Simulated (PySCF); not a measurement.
AlAsH4O, SMILES [OH][AlH][AsH2].

The structure is a stationary point at ωB97X-D3(BJ)/def2-SVP. The values are those of a single conformer.

Calculation: PySCF with TDA-LC-ωPBE/def2-SVPD.

Vertical excitations. Gas-phase values at a fixed geometry.

| state | energy (eV) | λ (nm) | f | main pairs |
|---|---|---|---|---|
| S1 | 5.56 | 223 | 0.013 | HOMO→LUMO 85 % |
| S2 | 6.20 | 200 | 0.006 | HOMO→LUMO+4 45 %, HOMO→LUMO+2 33 %, HOMO→LUMO+1 12 % |
| S3 | 6.54 | 190 | 0.169 | HOMO→LUMO+1 49 %, HOMO→LUMO+2 31 % |
| S4 | 7.09 | 175 | 0.024 | HOMO−1→LUMO 53 %, HOMO→LUMO+3 22 % |
| S5 | 7.31 | 170 | 0.148 | HOMO→LUMO+3 30 %, HOMO→LUMO+4 20 %, HOMO−1→LUMO 16 %, HOMO→LUMO+1 6 % |
| S6 | 7.59 | 163 | 0.182 | HOMO−2→LUMO 21 %, HOMO→LUMO+4 12 %, HOMO→LUMO+6 11 %, HOMO→LUMO+3 10 % |
| S7 | 7.77 | 160 | 0.084 | HOMO−2→LUMO 61 % |
| S8 | 7.94 | 156 | 0.123 | HOMO−1→LUMO+1 37 %, HOMO−1→LUMO+4 15 %, HOMO−3→LUMO+1 8 % |
| S9 | 8.07 | 154 | 0.069 | HOMO−1→LUMO+2 49 %, HOMO−2→LUMO+1 14 %, HOMO−3→LUMO 10 % |
| S10 | 8.27 | 150 | 0.157 | HOMO−3→LUMO 36 %, HOMO−1→LUMO+2 15 %, HOMO−3→LUMO+1 10 % |
| T1 | 4.81 | 258 | 0 | HOMO→LUMO 85 % |
| T2 | 5.53 | 224 | 0 | HOMO→LUMO+4 50 %, HOMO→LUMO+2 35 % |
| T3 | 5.83 | 213 | 0 | HOMO→LUMO+3 40 %, HOMO→LUMO+1 25 %, HOMO−1→LUMO 9 %, HOMO→LUMO+2 6 % |
| T4 | 6.12 | 203 | 0 | HOMO→LUMO+1 25 %, HOMO−1→LUMO 17 %, HOMO→LUMO+2 13 %, HOMO→LUMO+6 13 % |
Triplets are in the Tamm–Dancoff approximation.
